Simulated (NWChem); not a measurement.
System: CH$_{2}$AlNO; SMILES O=C=[N][AlH2]

NWChem printed, in part:

```
             Northwest Computational Chemistry Package (NWChem) 7.3.0
             --------------------------------------------------------

 C2V symmetry detected

                             Geometry "geometry" -> ""
                             -------------------------

 Output coordinates in angstroms (scale by  1.889725989 to convert to a.u.)

  No.       Tag          Charge          X              Y              Z
 ---- ---------------- ---------- -------------- -------------- --------------
    1 Al                  13.0000     0.00000000     0.00000000     1.73907695
    2 H                    1.0000     0.00000000     1.41125200     2.47038591
    3 H                    1.0000     0.00000000    -1.41125200     2.47038591
    4 N                    7.0000     0.00000000     0.00000000    -0.05203590
    5 C                    6.0000     0.00000000     0.00000000    -1.26620000
    6 O                    8.0000     0.00000000     0.00000000    -2.44841510

 Effective nuclear repulsion energy (a.u.)     120.5704984043

      Symmetry information
      --------------------

 Group name             C2v
 Group number             16
 Group order               4
 No. of unique centers     5

                                 NWChem DFT Module
                                 -----------------

 Summary of "ao basis" -> "ao basis" (spherical)
 ------------------------------------------------------------------------------
       Tag                 Description            Shells   Functions and Types
 ---------------- ------------------------------  ------  ---------------------
 Al                         def2-svp                 8       18   4s3p1d
 H                          def2-svp                 3        5   2s1p
 N                          def2-svp                 6       14   3s2p1d
 C                          def2-svp                 6       14   3s2p1d
 O                          def2-svp                 6       14   3s2p1d

      Symmetry analysis of basis
      --------------------------

        a1         34
        a2          5
        b1         14
        b2         17

            General Information
            -------------------
          SCF calculation type: DFT
          Wavefunction type:  closed shell.
          No. of atoms     :     6
          No. of electrons :    36
           Alpha electrons :    18
            Beta electrons :    18
          Charge           :     0
          Spin multiplicity:     1
          Use of symmetry is: on ; symmetry adaption is: on
          Maximum number of iterations: 150
          AO basis - number of functions:    70
                     number of shells:    32
          Convergence on energy requested:  1.00D-06
          Convergence on density requested:  1.00D-05
          Convergence on gradient requested:  5.00D-04

              XC Information
              --------------
                         PBE0 Method XC Functional
                     Hartree-Fock (Exact) Exchange  0.250
          PerdewBurkeErnzerhof Exchange Functional  0.750
            Perdew 1991 LDA Correlation Functional  1.000 local
           PerdewBurkeErnz. Correlation Functional  1.000 non-local

             Grid Information
             ----------------
          Grid used for XC integration:  medium
          Radial quadrature: Mura-Knowles
          Angular quadrature: Lebedev.
          Tag              B.-S. Rad. Rad. Pts. Rad. Cut. Ang. Pts.
          ---              ---------- --------- --------- ---------
          Al                  1.25       88           9.0       590
          H                   0.35       45          11.0       434
          N                   0.65       49           8.0       434
          C                   0.70       49          11.0       434
          O                   0.60       49          12.0       434
          Grid pruning is: on
          Number of quadrature shells:   280
          Spatial weights used:  Erf1

      Superposition of Atomic Density Guess
      -------------------------------------

 Sum of atomic energies:        -409.35012123

      Non-variational initial energy
      ------------------------------

 Total energy =    -410.689468
 1-e energy   =    -803.894694
 2-e energy   =     272.634728
 HOMO         =      -0.344435
 LUMO         =      -0.007436

      Symmetry analysis of molecular orbitals - initial
      -------------------------------------------------

  Numbering of irreducible representations:

     1 a1          2 a2          3 b1          4 b2

  Orbital symmetries:

     1 a1          2 a1          3 a1          4 a1          5 a1
     6 a1          7 b2          8 b1          9 a1         10 a1
    11 a1         12 a1         13 b2         14 b1         15 a1
    16 b2         17 b1         18 b2         19 b1         20 a1
    21 b2         22 a1         23 b1         24 a1         25 b2
    26 a1         27 b2         28 a1

   convergence    iter        energy       DeltaE   RMS-Dens  Diis-err
 ---------------- ----- ----------------- --------- --------- ---------
 d= 0,ls=0.0,diis     1   -411.1479994978 -5.32D+02  1.69D-02  8.27D-01
 d= 0,ls=0.0,diis     2   -411.0500468294  9.80D-02  1.01D-02  2.06D+00
 d= 0,ls=0.0,diis     3   -411.2424949835 -1.92D-01  2.51D-03  3.99D-02
 d= 0,ls=0.0,diis     4   -411.2423739460  1.21D-04  1.52D-03  3.68D-02
 d= 0,ls=0.0,diis     5   -411.2463200245 -3.95D-03  2.30D-04  5.34D-04
  Resetting Diis
 d= 0,ls=0.0,diis     6   -411.2463880944 -6.81D-05  2.95D-05  3.28D-06
 d= 0,ls=0.0,diis     7   -411.2463884578 -3.63D-07  2.12D-05  8.80D-07
 d= 0,ls=0.0,diis     8   -411.2463884285  2.93D-08  1.15D-05  1.25D-06
 d= 0,ls=0.0,diis     9   -411.2463885666 -1.38D-07  2.81D-06  1.65D-07

         Total DFT energy =     -411.246388566644
      One electron energy =     -805.924322288318
           Coulomb energy =      314.062932956953
    Exchange-Corr. energy =      -39.955497639613
 Nuclear repulsion energy =      120.570498404334

 Numeric. integr. density =       35.999998781988

                  Occupations of the irreducible representations
                  ----------------------------------------------

                     irrep           alpha         beta
                     --------     --------     --------
                     a1               11.0         11.0
                     a2                0.0          0.0
                     b1                3.0          3.0
                     b2                4.0          4.0

                       DFT Final Molecular Orbital Analysis
                       ------------------------------------

 Vector   16  Occ=2.000000D+00  E=-3.434051D-01  Symmetry=b2
              MO Center= -6.5D-18,  1.7D-14,  1.0D+00, r^2= 4.9D+00
   Bfn.  Coefficient  Atom+Function         Bfn.  Coefficient  Atom+Function
  ----- ------------  ---------------      ----- ------------  ---------------
    33      0.259389  4 N  py                61      0.260167  6 O  py
    19     -0.245997  2 H  s                 24      0.245997  3 H  s
     9     -0.236282  1 Al py                36     -0.205683  4 N  py
    64      0.182921  6 O  py                12     -0.164712  1 Al py
     6      0.144001  1 Al py                20     -0.140241  2 H  s

 Vector   17  Occ=2.000000D+00  E=-3.224801D-01  Symmetry=b1
              MO Center= -2.4D-16, -1.5D-16, -8.9D-01, r^2= 2.3D+00
   Bfn.  Coefficient  Atom+Function         Bfn.  Coefficient  Atom+Function
  ----- ------------  ---------------      ----- ------------  ---------------
    32      0.446029  4 N  px                60      0.407381  6 O  px
    35     -0.369964  4 N  px                63      0.298094  6 O  px
    11     -0.085399  1 Al px                 8     -0.077611  1 Al px
    46     -0.069485  5 C  px                55      0.057240  5 C  d  1
     5      0.049881  1 Al px                17     -0.038633  1 Al d  1

 Vector   18  Occ=2.000000D+00  E=-3.027733D-01  Symmetry=b2
              MO Center= -1.2D-16,  3.4D-15,  3.1D-01, r^2= 5.0D+00
   Bfn.  Coefficient  Atom+Function         Bfn.  Coefficient  Atom+Function
  ----- ------------  ---------------      ----- ------------  ---------------
    33      0.374032  4 N  py                61      0.323731  6 O  py
    36     -0.300044  4 N  py                64      0.245788  6 O  py
    19      0.209735  2 H  s                 20      0.210175  2 H  s
    24     -0.209735  3 H  s                 25     -0.210175  3 H  s
     9      0.138094  1 Al py                47     -0.098913  5 C  py

 Vector   19  Occ=0.000000D+00  E=-6.304394D-02  Symmetry=b1
              MO Center=  4.5D-14, -6.4D-16,  1.4D+00, r^2= 4.5D+00
   Bfn.  Coefficient  Atom+Function         Bfn.  Coefficient  Atom+Function
  ----- ------------  ---------------      ----- ------------  ---------------
    11      0.732606  1 Al px                 8      0.346876  1 Al px
    46     -0.208968  5 C  px                 5     -0.186943  1 Al px
    49     -0.173225  5 C  px                63      0.153640  6 O  px
    60      0.150408  6 O  px                35     -0.072337  4 N  px
    32      0.064712  4 N  px

 Vector   20  Occ=0.000000D+00  E= 2.279744D-02  Symmetry=a1
              MO Center= -7.1D-14, -1.2D-14,  9.9D-01, r^2= 5.0D+00
   Bfn.  Coefficient  Atom+Function         Bfn.  Coefficient  Atom+Function
  ----- ------------  ---------------      ----- ------------  ---------------
     4      1.368409  1 Al s                 31     -0.675575  4 N  s
    13     -0.546575  1 Al pz                20     -0.493276  2 H  s
    25     -0.493276  3 H  s                 45      0.324792  5 C  s
    59     -0.303271  6 O  s                 30     -0.224720  4 N  s
    51     -0.219759  5 C  pz                 3      0.193331  1 Al s

 Vector   21  Occ=0.000000D+00  E= 4.272467D-02  Symmetry=b2
              MO Center= -1.4D-16,  3.0D-14, -5.6D-01, r^2= 3.6D+00
   Bfn.  Coefficient  Atom+Function         Bfn.  Coefficient  Atom+Function
  ----- ------------  ---------------      ----- ------------  ---------------
    12      0.773241  1 Al py                47     -0.541301  5 C  py
    20     -0.533872  2 H  s                 25      0.533872  3 H  s
    50     -0.534421  5 C  py                64      0.355030  6 O  py
    61      0.323442  6 O  py                36      0.255540  4 N  py
    33     -0.211844  4 N  py                 9      0.149381  1 Al py

     Multipole analysis of the density
     ---------------------------------

     L   x y z        total         alpha         beta         nuclear
     -   - - -        -----         -----         ----         -------
     0   0 0 0     -0.000000    -18.000000    -18.000000     36.000000

     1   1 0 0     -0.000000     -0.000000     -0.000000      0.000000
     1   0 1 0     -0.000000     -0.000000     -0.000000      0.000000
     1   0 0 1      0.801072      0.400536      0.400536     -0.000000

     2   2 0 0    -19.312692     -9.656346     -9.656346      0.000000
     2   1 1 0     -0.000000     -0.000000     -0.000000      0.000000
     2   1 0 1      0.000000      0.000000      0.000000      0.000000
     2   0 2 0    -23.910241    -19.067367    -19.067367     14.224493
     2   0 1 1     -0.000000     -0.000000     -0.000000      0.000000
     2   0 0 2    -26.581138   -208.126206   -208.126206    389.671274

                                 NWChem DFT Module
                                 -----------------

      Symmetry analysis of basis
      --------------------------

        a1         34
        a2          5
        b1         14
        b2         17

            General Information
            -------------------
          SCF calculation type: DFT
          Wavefunction type:  spin polarized.
          No. of atoms     :     6
          No. of electrons :    35
           Alpha electrons :    18
            Beta electrons :    17
          Charge           :     1
          Spin multiplicity:     2
          Use of symmetry is: on ; symmetry adaption is: on
          Maximum number of iterations: 150
          AO basis - number of functions:    70
                     number of shells:    32
          Convergence on energy requested:  1.00D-06
          Convergence on density requested:  1.00D-05
          Convergence on gradient requested:  5.00D-04

              XC Information
              --------------
                         PBE0 Method XC Functional
                     Hartree-Fock (Exact) Exchange  0.250
          PerdewBurkeErnzerhof Exchange Functional  0.750
            Perdew 1991 LDA Correlation Functional  1.000 local
           PerdewBurkeErnz. Correlation Functional  1.000 non-local

             Grid Information
             ----------------
          Grid used for XC integration:  medium
          Radial quadrature: Mura-Knowles
          Angular quadrature: Lebedev.
          Tag              B.-S. Rad. Rad. Pts. Rad. Cut. Ang. Pts.
          ---              ---------- --------- --------- ---------
          Al                  1.25       88           9.0       590
          H                   0.35       45          11.0       434
          N                   0.65       49           8.0       434
          C                   0.70       49          11.0       434
          O                   0.60       49          12.0       434
          Grid pruning is: on
          Number of quadrature shells:   280
          Spatial weights used:  Erf1

      Superposition of Atomic Density Guess
      -------------------------------------

 Sum of atomic energies:        -409.35012123

 Renormalizing density from      36.00 to     35

      Non-variational initial energy
      ------------------------------

 Total energy =    -403.295067
 1-e energy   =    -781.564286
 2-e energy   =     257.698720
 HOMO         =      -0.580119
 LUMO         =      -0.267103

   Symmetry analysis of molecular orbitals - initial alpha
   -------------------------------------------------------

  Numbering of irreducible representations:

     1 a1          2 a2          3 b1          4 b2

  Orbital symmetries:

     1 a1          2 a1          3 a1          4 a1          5 a1
     6 a1          7 b2          8 b1          9 a1         10 a1
    11 a1         12 a1         13 b2         14 b1         15 a1
    16 b2         17 b1         18 b2         19 b1         20 b2
    21 a1         22 b1         23 a1         24 a1         25 a1
    26 b2         27 b2         28 a1

   Symmetry analysis of molecular orbitals - initial beta
   ------------------------------------------------------

  Numbering of irreducible representations:

     1 a1          2 a2          3 b1          4 b2

  Orbital symmetries:

     1 a1          2 a1          3 a1          4 a1          5 a1
     6 a1          7 b2          8 b1          9 a1         10 a1
    11 a1         12 a1         13 b2         14 b1         15 a1
    16 b2         17 b1         18 b2         19 b1         20 b2
    21 a1         22 b1         23 a1         24 a1         25 a1
    26 b2         27 b2         28 a1

[...]
```

Level: PBE0/def2-SVP, vertical spin-unrestricted ions. Geometry: optimised at PBE-D3(BJ)/def2-SVP.

**Question.** Write an input that gives this output.

**Answer.** This is not unique; one that fits is the input that was run:
```
start job
memory heap 200 mb stack 900 mb global 1100 mb
geometry units angstroms noautoz
  Al    -0.000009    -1.744092     0.000000
  H      0.000360    -2.475401     1.411252
  H      0.000360    -2.475401    -1.411252
  N     -0.001644     0.047021     0.000000
  C     -0.000482     1.261185     0.000000
  O      0.000700     2.443400     0.000000
end
basis spherical
  Al library def2-svp
  H library def2-svp
  N library def2-svp
  C library def2-svp
  O library def2-svp
end
dft
  xc pbe0
  iterations 150
  vectors input atomic output neutral.movecs
end
task dft energy
charge 1
dft
  odft
  mult 2
  vectors input atomic output cation.movecs
end
task dft energy
```
